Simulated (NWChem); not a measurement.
System: BeH₂SO; SMILES [SH][Be][OH]

The following NWChem deck was run.

```
start job
memory heap 200 mb stack 900 mb global 1100 mb
geometry units angstroms noautoz
  Be     0.018614    -0.669370    -0.061784
  O      0.000666    -2.085586    -0.181344
  H     -0.071058    -2.829122     0.429919
  S      0.078411     1.236616     0.081552
  H     -1.279630     1.326860    -0.020060
end
basis spherical
  Be library def2-svp
  O library def2-svp
  H library def2-svp
  S library def2-svp
end
dft
  xc hfexch
  iterations 150
  mulliken
end
task dft energy
```

NWChem printed, in part:

```
             Northwest Computational Chemistry Package (NWChem) 7.3.0
             --------------------------------------------------------

 C1  symmetry detected

                             Geometry "geometry" -> ""
                             -------------------------

 Output coordinates in angstroms (scale by  1.889725989 to convert to a.u.)

  No.       Tag          Charge          X              Y              Z
 ---- ---------------- ---------- -------------- -------------- --------------
    1 Be                   4.0000     0.02474014    -0.63583646    -0.02390636
    2 O                    8.0000     0.02087492    -2.05689713    -0.05316587
    3 H                    1.0000     0.00550371    -2.76092566     0.60694028
    4 S                   16.0000     0.06421418     1.27596208    -0.00462857
    5 H                    1.0000    -1.29889049     1.34405523    -0.01193077

 Effective nuclear repulsion energy (a.u.)      65.7320167463

  xc_inp: hfexch multiplicative factor not found.

                                 NWChem DFT Module
                                 -----------------

 Summary of "ao basis" -> "ao basis" (spherical)
 ------------------------------------------------------------------------------
       Tag                 Description            Shells   Functions and Types
 ---------------- ------------------------------  ------  ---------------------
 Be                         def2-svp                 5        9   3s2p
 O                          def2-svp                 6       14   3s2p1d
 H                          def2-svp                 3        5   2s1p
 S                          def2-svp                 8       18   4s3p1d

            General Information
            -------------------
          SCF calculation type: DFT
          Wavefunction type:  closed shell.
          No. of atoms     :     5
          No. of electrons :    30
           Alpha electrons :    15
            Beta electrons :    15
          Charge           :     0
          Spin multiplicity:     1
          Use of symmetry is: off; symmetry adaption is: off
          Maximum number of iterations: 150
          AO basis - number of functions:    51
                     number of shells:    25
          Convergence on energy requested:  1.00D-06
          Convergence on density requested:  1.00D-05
          Convergence on gradient requested:  5.00D-04

              XC Information
              --------------
                     Hartree-Fock (Exact) Exchange  1.000

      Superposition of Atomic Density Guess
      -------------------------------------

 Sum of atomic energies:        -487.59075721

      Non-variational initial energy
      ------------------------------

 Total energy =    -488.253559
 1-e energy   =    -802.281553
 2-e energy   =     248.295978
 HOMO         =      -0.334439
 LUMO         =      -0.017108

     ---------------------------------------------
      Total Density - Mulliken Population Analysis
     ---------------------------------------------

    Atom       Charge   Shell Charges
 -----------   ------   -------------------------------------------------------
    1 Be   4     3.23   1.99  0.47  0.07  0.59  0.10
    2 O    8     8.94   1.99  1.10  0.63  3.19  2.02  0.00
    3 H    1     0.62   0.50  0.06  0.06
    4 S   16    16.44   2.00  1.99  1.20  0.61  5.94  1.82  2.85  0.02
    5 H    1     0.77   0.56  0.18  0.03

   convergence    iter        energy       DeltaE   RMS-Dens  Diis-err
 ---------------- ----- ----------------- --------- --------- ---------
 d= 0,ls=0.0,diis     1   -488.0195269621 -5.54D+02  1.23D-02  5.95D-01
 d= 0,ls=0.0,diis     2   -488.0733180896 -5.38D-02  4.28D-03  2.37D-01
 d= 0,ls=0.0,diis     3   -488.0955321364 -2.22D-02  1.43D-03  3.26D-03
 d= 0,ls=0.0,diis     4   -488.0964244653 -8.92D-04  4.64D-04  2.11D-04
 d= 0,ls=0.0,diis     5   -488.0965024555 -7.80D-05  1.52D-04  1.67D-05
  Resetting Diis
 d= 0,ls=0.0,diis     6   -488.0965097528 -7.30D-06  3.75D-05  1.06D-06
 d= 0,ls=0.0,diis     7   -488.0965102440 -4.91D-07  7.40D-06  8.11D-08

         Total DFT energy =     -488.096510244001
      One electron energy =     -805.072255475352
           Coulomb energy =      288.053448253893
    Exchange-Corr. energy =      -36.809719768875
 Nuclear repulsion energy =       65.732016746333

 Numeric. integr. density =        0.000000000000

                       DFT Final Molecular Orbital Analysis
                       ------------------------------------

 Vector   13  Occ=2.000000D+00  E=-5.041423D-01
              MO Center= -3.1D-02, -1.7D+00, -3.8D-02, r^2= 1.6D+00
   Bfn.  Coefficient  Atom+Function         Bfn.  Coefficient  Atom+Function
  ----- ------------  ---------------      ----- ------------  ---------------
    13      0.569136  2 O  px                16      0.463782  2 O  px
     4     -0.110575  1 Be px                39     -0.109242  4 S  px
    47      0.103272  5 H  s                 36     -0.081402  4 S  px
    48      0.079348  5 H  s                 40      0.063481  4 S  py
    37      0.060907  4 S  py                 5      0.060480  1 Be py

 Vector   14  Occ=2.000000D+00  E=-4.445371D-01
              MO Center=  7.9D-02,  1.2D+00, -5.9D-03, r^2= 1.6D+00
   Bfn.  Coefficient  Atom+Function         Bfn.  Coefficient  Atom+Function
  ----- ------------  ---------------      ----- ------------  ---------------
    40      0.466382  4 S  py                37      0.373513  4 S  py
     5      0.257844  1 Be py                32      0.216275  4 S  s
    34      0.215098  4 S  py                31      0.198873  4 S  s
     2     -0.177994  1 Be s                 39      0.165275  4 S  px
    30     -0.132048  4 S  s                 36      0.127536  4 S  px

[...]
```

Level: Hartree-Fock/def2-SVP. The geometry was optimised at PBE-D3(BJ)/def2-SVP.
